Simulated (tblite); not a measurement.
Compound: C₅H₇FO (charge +1 and doublet state).
Z-matrix (Å and degrees, GFN2-xTB geometry), rows numbered from 1:
```
C 
C   1  1.3299
C   2  1.5018  1  122.16
F   3  1.3444  2  112.61  1    20.17
C   3  1.5786  2  106.99  1  -108.33
O   5  1.3864  3   89.86  2  -105.30
C   6  1.4153  5   94.02  3   -13.52
H   1  1.0813  2  120.56  3  -169.48
H   1  1.0813  2  123.30  3     6.76
H   2  1.0816  1  123.22  3  -178.55
H   5  1.0949  3  122.44  2    12.93
H   5  1.1023  3  106.76  2   139.92
H   7  1.0954  3  118.92  2   -22.43
H   7  1.0997  3  113.91  2  -151.42
```

Method: GFN2-xTB as coded in tblite; computed harmonic values from a numerical Hessian at the method's own geometry, unscaled. This tight-binding method is rough: wavenumbers can miss measured ones by several per cent, in bad cases by 10 to 20. One conformer, not necessarily the lowest. Open shells enter through the occupations alone, without spin polarisation, and single modes of such species can be off by tens of per cent.

Harmonic wavenumbers (cm⁻¹): 93.2, 158.5, 251.6, 290.3, 365.7, 413.1, 455.9, 603.0, 677.3, 745.9, 818.0, 839.9, 881.2, 926.4, 951.9, 978.0, 1000.2, 1024.3, 1057.5, 1093.9, 1137.8, 1177.3, 1187.9, 1219.2, 1256.4, 1320.3, 1361.3, 1378.5, 1526.2, 2839.5, 2890.3, 2936.8, 2953.2, 3054.3, 3060.9, 3085.7.

A = 4807, B = 2170, C = 1907 MHz; mass 102.048 u (most abundant isotopes); point group C1, symmetry number 1; spin multiplicity 2.

What is the zero-point energy?

½Σν̃ = 23006 cm⁻¹ = 275.21 kJ/mol.

What is S at 200 K and 1 bar for an ideal gas of classical rigid rotors and harmonic oscillators?

Translation 158.24, rotation 108.75, vibration 34.99, spin (R ln 2) 5.76: S = 307.8 J/(mol K).

And Cp and H(200 K) − H(0)?

Cp = 83.50 J/(mol K), of which vibrations give 50.25 (their classical limit is 36 R = 299.3); H(200 K) − H(0) = 10.96 kJ/mol without the zero-point energy, 4.31 from vibrations.

Which modes carry the vibrational entropy at 200 K?

93.2 cm⁻¹: 11.79; 158.5 cm⁻¹: 7.66; 251.6 cm⁻¹: 4.43; 290.3 cm⁻¹: 3.56; 365.7 cm⁻¹: 2.32; 413.1 cm⁻¹: 1.77 J/(mol K); the other 30 give 3.47 together.

What must be added to the electronic energy to get the Gibbs energy at 200 K and 1 bar?

ZPE + [H(200 K) − H(0)] − T·S = 275.21 + 10.96 − 61.55 = 224.62 kJ/mol.

How do the functions run with temperature in this model?

| T (K) | S (J/(mol K)) | Cp (J/(mol K)) | H − H(0) (kJ/mol) | G − H(0) (kJ/mol) | ln q(vib) |
| --- | --- | --- | --- | --- | --- |
| 150 | 286.1 | 68.2 | 7.17 | -35.74 | 1.00 |
| 250 | 328.2 | 100.4 | 15.55 | -66.49 | 2.29 |
| 298.15 | 347.3 | 117.5 | 20.80 | -82.75 | 2.98 |
| 400 | 386.7 | 151.8 | 34.55 | -120.15 | 4.55 |
| 600 | 458.5 | 201.8 | 70.29 | -204.82 | 7.86 |
| 900 | 549.6 | 246.3 | 138.15 | -356.51 | 12.82 |

q(vib) and H(0) count from the zero-point level.

Blend soft modes into free rotors: weight 1/[1 + (100 cm⁻¹/ν̃)⁴] for the oscillator and the rest for a rotor with moment μB/(μ + B), μ = h/(8π²ν), B = 10⁻⁴⁴ kg m². What vibrational entropy results?

34.51 J/(mol K) in place of 34.99, which changes −T·S at 200 K by +0.10 kJ/mol.

Hindered rotation and anharmonicity are outside this model. Other conformers, if any are populated, would add a mixing term that is left out. The structure is chiral; the term R ln 2 for an equal mix with its mirror image is left out.
